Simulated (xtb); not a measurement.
F, charge -1, singlet; GFN1-xTB (xtb 6.7.1).

xtb was given this input:
```
$ xtb mol.xyz --gfn 1 --chrg -1 --json

# file mol.xyz
1

F      0.00000000     0.00000000     0.00000000
```

The log (banner, timings and long lists left out):

```
   ID    Z sym.   atoms
    1    9 F      1

           -------------------------------------------------
          |                Calculation Setup                |
           -------------------------------------------------

           -------------------------------------------------
          |                 G F N 1 - x T B                 |
           -------------------------------------------------

          ...................................................
          :                      SETUP                      :
          :.................................................:
          :  # basis functions                   4          :
          :  # atomic orbitals                   4          :
          :  # shells                            2          :
          :  # electrons                         8          :
          :  # halogen bonds                     0          :
          :  max. iterations                   250          :
          :  Hamiltonian                  GFN1-xTB          :
          :  restarted?                      false          :
          :  GBSA solvation                  false          :
          :  PC potential                    false          :
          :  electronic temp.          300.0000000     K    :
          :  accuracy                    1.0000000          :
          :  -> integral cutoff          0.2500000E+02      :
          :  -> integral neglect         0.1000000E-07      :
          :  -> SCF convergence          0.1000000E-05 Eh   :
          :  -> wf. convergence          0.2000000E-04 e    :
          :  Broyden damping             0.4000000          :
          :  net charge                         -1          :
          :  unpaired electrons                  0          :
          ...................................................

 iter      E             dE          RMSdq      gap      omega  full diag
   1     -5.3222970 -0.532230E+01  0.404E+00    0.00       0.0  T
   2     -5.3222970  0.000000E+00  0.323E+00    0.00       0.0  T
   3     -5.3222970  0.000000E+00  0.249E+00    0.00       0.0  T
   4     -5.3222970  0.000000E+00  0.199E+00    0.00       0.0  T
   5     -5.3222970  0.000000E+00  0.159E+00    0.00       0.0  T
   6     -5.3222970  0.000000E+00  0.127E+00    0.00       0.0  T
   7     -5.3222970  0.000000E+00  0.102E+00    0.00       0.0  T
   8     -5.3222970  0.000000E+00  0.816E-01    0.00       0.0  T
   9     -5.3222970  0.000000E+00  0.652E-01    0.00       0.0  T
  10     -5.3222970  0.000000E+00  0.522E-01    0.00       0.0  T
  11     -5.3222970  0.000000E+00  0.418E-01    0.00       0.0  T
  12     -5.3222970  0.000000E+00  0.334E-01    0.00       0.0  T
  13     -5.3222970  0.000000E+00  0.267E-01    0.00       0.0  T
  14     -5.3222970  0.000000E+00  0.214E-01    0.00       0.0  T
  15     -5.3222970  0.000000E+00  0.171E-01    0.00       0.0  T
  16     -5.3222970  0.000000E+00  0.137E-01    0.00       0.0  T
  17     -5.3222970  0.000000E+00  0.109E-01    0.00       0.0  T
  18     -5.3222970  0.000000E+00  0.876E-02    0.00       0.0  T
  19     -5.3222970  0.000000E+00  0.701E-02    0.00       0.0  T
  20     -5.3222970  0.000000E+00  0.560E-02    0.00       0.0  T
  21     -5.3222970  0.000000E+00  0.448E-02    0.00       0.0  T
  22     -5.3222970  0.000000E+00  0.359E-02    0.00       0.0  T
  23     -5.3222970  0.000000E+00  0.287E-02    0.00       0.0  T
  24     -5.3222970  0.000000E+00  0.230E-02    0.00       0.0  T
  25     -5.3222970  0.000000E+00  0.184E-02    0.00       0.0  T
  26     -5.3222970  0.000000E+00  0.147E-02    0.00       0.0  T
  27     -5.3222970  0.000000E+00  0.118E-02    0.00       0.0  T
  28     -5.3222970  0.000000E+00  0.940E-03    0.00       0.0  T
  29     -5.3222970  0.000000E+00  0.752E-03    0.00       0.0  T
  30     -5.3222970  0.000000E+00  0.602E-03    0.00       0.0  T
  31     -5.3222970  0.000000E+00  0.481E-03    0.00       0.0  T
  32     -5.3222970  0.000000E+00  0.385E-03    0.00       0.0  T
  33     -5.3222970  0.000000E+00  0.308E-03    0.00       0.0  T
  34     -5.3222970  0.000000E+00  0.247E-03    0.00       0.0  T
  35     -5.3222970  0.000000E+00  0.197E-03    0.00       0.0  T
  36     -5.3222970  0.000000E+00  0.158E-03    0.00       0.0  T
  37     -5.3222970  0.000000E+00  0.126E-03    0.00       0.0  T
  38     -5.3222970  0.000000E+00  0.101E-03    0.00       0.0  T
  39     -5.3222970  0.000000E+00  0.808E-04    0.00       0.0  T
  40     -5.3222970  0.000000E+00  0.646E-04    0.00       0.0  T
  41     -5.3222970  0.000000E+00  0.517E-04    0.00       0.0  T
  42     -5.3222970  0.000000E+00  0.414E-04    0.00       0.0  T
  43     -5.3222970  0.000000E+00  0.331E-04    0.00       0.0  T
  44     -5.3222970  0.000000E+00  0.265E-04    0.00       0.0  T
  45     -5.3222970  0.000000E+00  0.212E-04    0.00       0.0  T
  46     -5.3222970  0.000000E+00  0.169E-04    0.00       0.0  T
  47     -5.3222970  0.000000E+00  0.136E-04    0.00       0.0  T

   *** convergence criteria satisfied after 47 iterations ***

         :::::::::::::::::::::::::::::::::::::::::::::::::::::
         ::                     SUMMARY                     ::
         :::::::::::::::::::::::::::::::::::::::::::::::::::::
         :: total energy              -5.322297036324 Eh    ::
         :: gradient norm              0.000000000000 Eh/a0 ::
         :: HOMO-LUMO gap              0.000000000000 eV    ::
         ::.................................................::
         :: SCC energy                -5.322297036324 Eh    ::
         :: -> electrostatic           0.307656739219 Eh    ::
         :: repulsion energy           0.000000000000 Eh    ::
         :: dispersion energy          0.000000000000 Eh    ::
         :: halogen bond corr.         0.000000000000 Eh    ::
         :: add. restraining           0.000000000000 Eh    ::
         :: total charge              -1.000000000000 e     ::
         :::::::::::::::::::::::::::::::::::::::::::::::::::::

           -------------------------------------------------
          |                Property Printout                |
           -------------------------------------------------

    * Orbital Energies and Occupations

         #    Occupation            Energy/Eh            Energy/eV
      -------------------------------------------------------------
         1        2.0000           -0.3178298              -8.6486
         2        2.0000           -0.0733439              -1.9958
         3        2.0000           -0.0733439              -1.9958
         4        2.0000           -0.0733439              -1.9958 (HOMO)
      -------------------------------------------------------------
                  HL-Gap            0.0733439 Eh            1.9958 eV
             Fermi-level            0.0000000 Eh            0.0000 eV

  Mulliken/CM5 charges         n(s)   n(p)   n(d)
     1F    -1.00000 -1.00000   2.000  6.000  0.000

Wiberg/Mayer (AO) data.
largest (>0.10) Wiberg bond orders for each atom

 ---------------------------------------------------------------------------
     #   Z sym  total        # sym  WBO       # sym  WBO       # sym  WBO
 ---------------------------------------------------------------------------
     1   9 F    0.000
 ---------------------------------------------------------------------------

 dipole moment from electron density (au)
     X       Y       Z
   0.0000   0.0000   0.0000  total (Debye):    0.000

           -------------------------------------------------
          | TOTAL ENERGY               -5.322297036324 Eh   |
          | GRADIENT NORM               0.000000000000 Eh/α |
          | HOMO-LUMO GAP               1.995787999315 eV   |
           -------------------------------------------------

normal termination of xtb
```
